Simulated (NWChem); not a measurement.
Molecule: BSiH$_{4}$O$_{2}$F; SMILES OB(F)O[SiH3]

```xyz
9

B      0.0230    -0.9600     0.0000
F      0.7554    -2.0755     0.0000
O     -1.3310    -1.0388     0.0000
H     -1.6545    -1.9450     0.0000
O      0.6521     0.2331     0.0000
Si     0.0381     1.7938     0.0000
H     -0.7864     2.0243    -1.2208
H      1.2108     2.7088     0.0000
H     -0.7864     2.0243     1.2208
```
Atoms are numbered in this order, from 1.

Results from NWChem. Pople sets run with spherical d functions. All runs use the structure optimised with PBE0/def2-SVP. Vertical excitations in the gas phase; the lowest state need not have the same character in each row.

For level BHandHLYP/6-31+G*, TDA:

- lowest excitation, singlet (eV) = 8.20
- orbital gap (eV) = 10.81

How do the values read with level PBE/6-31+G*, TDA instead?

The lowest excitation, singlet (eV) is 6.77 and the orbital gap (eV) is 6.71.
